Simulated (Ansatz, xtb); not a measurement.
# Ranking isomers of C7H7N

10 gas-phase structures of C7H7N, from a drawn sample of its isomers (lower ones may exist). Each was relaxed with GFN2-xTB:

A. `CC1=CC=C[C@@H]1C#N`, a singlet
B. `C[C@@H]1C=CC(C#N)=C1`, a singlet
C. `CC1=CC=C(C#N)C1`, a singlet
D. `C[C@@H]1C=CC=C1C#N`, a singlet
E. `CC1=C(C#N)C=CC1`, a singlet
F. `CC1=CCC(C#N)=C1`, a singlet
G. `CC1=C[C@@H](C#N)C=C1`, a singlet
H. `CC1=CCC=C1C#N`, a singlet
I. `CC1=CC(C#N)=CC1`, a singlet
J. `CC1(C#N)C=CC=C1`, a singlet

Q: Which do you expect lowest at r2SCAN-D4/def2-SVP, and how would the others follow?

A: Calculated order at r2SCAN-D4/def2-SVP: C (0.0), F (0.6), E (1.6), H (2.3), I (3.0), D (4.0), B (7.2), A (10.1), G (10.7), J (14.1) kcal/mol. Less than 1 kcal/mol parts C and F; F and E; E and H; H and I; I and D; A and G, so the order within those pairs means little.

Energies above the lowest of each column, in kcal/mol; the last columns are at B3LYP/def2-SVP geometries and were run for some of them only (a dash: not run or not comparable):

| structure | GFN2-xTB | HF/STO-3G | r2SCAN-D4/def2-SVP | B3LYP/def2-SVP | CCSD(T)/def2-SVP + ΔMP2/def2-TZVPP |
| --- | --- | --- | --- | --- | --- |
| C | 0.0 | 0.0 | 0.0 | 0.0 | 0.0 |
| F | 0.6 | 0.5 | 0.6 | 0.5 | 0.1 |
| E | 1.5 | 0.1 | 1.6 | 1.5 | 0.4 |
| H | 2.3 | 1.0 | 2.3 | 2.1 | 0.8 |
| I | 2.3 | 0.8 | 3.0 | 2.4 | 1.5 |
| D | 4.7 | 4.0 | 4.0 | 4.2 | 2.3 |
| B | 7.0 | 4.8 | 7.2 | – | – |
| A | 6.6 | 7.9 | 10.1 | – | – |
| G | 7.1 | 8.0 | 10.7 | – | – |
| J | 10.7 | 12.0 | 14.1 | – | – |

Every level run on C puts it lowest or level with the lowest. Frequencies (GFN2-xTB) were run for C, D, E, F, H, I alone. ΔMP2 is the change of the MP2 energy from the smaller to the larger basis.

Over these structures GFN2-xTB departs from r2SCAN-D4/def2-SVP by 1.5 kcal/mol on average once a common shift is removed. A GFN2-xTB relaxation took about 0.11 s and the r2SCAN-D4/def2-SVP energy about 2.9 s on a shared host (Ansatz 0.2.0, xtb 6.7.1).
